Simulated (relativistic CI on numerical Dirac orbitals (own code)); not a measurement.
Method of calculation: Dirac equation for one electron, model QED (radiative potential, 1s self-energy scaled to tabulated hydrogen-like ionisation energies) (own radial code, finite nucleus).

Configurations in the expansion: 1s, 2s, 2p, 3s, 3p, 3d, 4s, 4p, 4d, 4f, 5s, 5p, 5d, 5f, 5g, 6s, 6p, 6d. Levels of other configurations are missing.

Outline of the computed level scheme of Sb LI. Lowest level of each configuration: 1s 2S_1/2 at 0.0 eV; 2p 2P°_1/2 at 27407.8 eV; 2s 2S_1/2 at 27413.7 eV; 3p 2P°_1/2 at 32590.2 eV; 3s 2S_1/2 at 32592.0 eV; 3d 2D_3/2 at 32689.9 eV; 4p 2P°_1/2 at 34390.1 eV; 4s 2S_1/2 at 34390.8 eV; 4d 2D_3/2 at 34432.0 eV.

Some strong electric-dipole decays among the lowest 14 levels: 2p 2P°_1/2 → 1s 2S_1/2 (4.3e+15 s⁻¹); 2p 2P°_3/2 → 1s 2S_1/2 (4.1e+15 s⁻¹); 3p 2P°_3/2 → 1s 2S_1/2 (1.1e+15 s⁻¹); 3p 2P°_1/2 → 1s 2S_1/2 (1.1e+15 s⁻¹); 4p 2P°_3/2 → 1s 2S_1/2 (4.5e+14 s⁻¹); 4p 2P°_1/2 → 1s 2S_1/2 (4.4e+14 s⁻¹); 3d 2D_5/2 → 2p 2P°_3/2 (4.3e+14 s⁻¹); 3d 2D_3/2 → 2p 2P°_1/2 (3.9e+14 s⁻¹).
